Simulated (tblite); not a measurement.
C₈H₆OS.
Z-matrix (Å and degrees, GFN2-xTB geometry), rows numbered from 1:
```
O 
C   1  1.2216
C   2  1.4600  1  119.38
C   3  1.3521  2  131.17  1  -159.56
C   4  1.4178  3  128.92  2    -1.80
C   5  1.3625  4  127.61  3   -11.80
C   6  1.4076  5  127.98  4    -1.03
C   7  1.3708  6  130.85  5    12.51
C   8  1.4387  2  113.38  1   -18.61
S   9  1.6302  8  125.93  2  -179.68
H   3  1.0842  2  111.20  1    15.49
H   4  1.0838  3  116.45  2   175.63
H   5  1.0826  4  115.31  3   170.71
H   6  1.0828  5  116.90  4  -177.56
H   7  1.0866  6  115.04  5  -169.30
H   9  1.0858  8  115.27  2    -0.25
```

Structure optimised with GFN2-xTB, isolated species.

Take the most abundant isotopes and a rigid rotor. The values belong to one conformer with, in the numbering `[O:1]=[c:2]1[cH:3][cH:4][cH:5][cH:6][cH:7][c:8]1[CH:9]=[S:10]`, C7–C8–C9–S10 2°.

(1) Give the principal moments of inertia and the rotational constants in cm⁻¹.

(2) What kind of rotor is it?

(3) What does the inertial defect say?

(4) List the rotational levels J(Ka,Kc) to J = 3 (MHz).

## Answers

(1) Ia = 246.66, Ib = 603.87, Ic = 836.78 u·Å²; 505379 MHz·u·Å²/I gives 2049, 836.9 and 604.0 MHz, that is A = 0.06834, B = 0.02792, C = 0.02015 cm⁻¹.

(2) An asymmetric top. Ray's parameter κ = (2B − A − C)/(A − C) = -0.678; −1 is the prolate and +1 the oblate limit.

(3) Not planar: Δ = Ic − Ia − Ib = -13.75 u·Å². For a rigid frame Δ = −2 Σ m c², so Σ m c² = 6.88 u·Å² lies off the ab plane: 0.94 from hydrogen and 5.94 from heavier atoms. The atom farthest from that plane is 0.57 Å away.

(4) Above 0(0,0):
J = 1: 1(0,1) 1441, 1(1,1) 2653, 1(1,0) 2886
J = 2: 2(0,2) 4292, 2(1,2) 5302, 2(1,1) 6000, 2(2,1) 9636, 2(2,0) 9667
J = 3: 3(0,3) 8496, 3(1,3) 9257, 3(1,2) 10652, 3(2,2) 13959, 3(2,1) 14108, 3(3,1) 20619, 3(3,0) 20622
The levels of one J sum to (2J + 1)J(J + 1)(A + B + C)/3.

Its GFN2-xTB frequencies are all real (lowest 38 cm⁻¹). Constants of a rigid frame at the computed geometry: no zero-point averaging, no centrifugal distortion.
